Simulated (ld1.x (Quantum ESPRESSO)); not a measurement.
**PBEsol ultrasoft dataset for Ni (Z = 28), scalar-relativistic all-electron reference.**

| Quantity | Value |
| --- | --- |
| Element | nickel |
| Generator | ld1.x (Quantum ESPRESSO) 7.5 |
| Type | ultrasoft |
| Functional | PBEsol |
| Relativity | scalar-relativistic |
| Frozen core | [Ne] |
| Valence charge | 18 |
| Reference configuration | 3s2 3p6 3d8 4s2 4p0 |
| Partial waves | 3s (bound): rcut 1.00, rcutus 1.30 bohr; 4s (bound): rcut 1.00, rcutus 1.30 bohr; 3p (bound): rcut 1.10, rcutus 1.30 bohr; 4p (bound, empty): rcut 1.10, rcutus 1.30 bohr; 3d (bound): rcut 0.80, rcutus 0.85 bohr; 3d channel at -0.3 Ry: rcut 0.80, rcutus 0.85 bohr |
| Local potential | all-electron potential smoothed inside 0.65 bohr (lloc = -2) |
| Core correction | Bessel-smoothed model core inside 0.70 bohr |
| Augmentation charge | PSQ, inside the norm-conserving radii |

All-electron outer shells of the reference configuration (PBEsol, scalar-relativistic, ld1.x):

| shell | level (eV) | outermost node (bohr) | outermost maximum (bohr) |
| --- | --- | --- | --- |
| 2s | -980.86 | 0.07 | 0.21 |
| 2p | -844.17 | – | 0.16 |
| 3s | -110.78 | 0.30 | 0.64 |
| 3p | -71.25 | 0.27 | 0.65 |
| 3d | -8.90 | – | 0.63 |
| 4s | -5.66 | 0.92 | 2.24 |
| 4p | -1.19 | 1.00 | 3.14 |

Q: Is the overlap operator S = 1 + Σ q|β⟩⟨β| positive definite (Bessel basis up to 400 Ry)?

A: No: its lowest eigenvalue is -0.481, in the p channel, so the generalised eigenproblem breaks down once the basis is large enough.

Q: Tests: 3s2 3p6 3d8 4s1 4p0; 3s2 3p6 3d8 4s0 4p0; 3s2 3p6 3d7 4s0 4p0; 3s2 3p6 3d9 4s0 4p0; 3s1 3p6 3d8 4s2 4p0; 3s2 3p6 3d8 4s1.5 4p0; 3s2 3p6 3d9 4s1 4p0. Which has the largest error in its energy relative to the reference configuration, and how large is it?

A: 3s1 3p6 3d8 4s2 4p0, with -21 meV (all-electron minus pseudo) on +119.12 eV.

The ghost test of this file was not conclusive. Its overlap operator is not positive definite in a basis up to 400 Ry (lowest eigenvalue p -0.48), so the file is unfit for use: the generalised eigenproblem breaks down once the basis is large enough, and its test numbers describe a broken file.
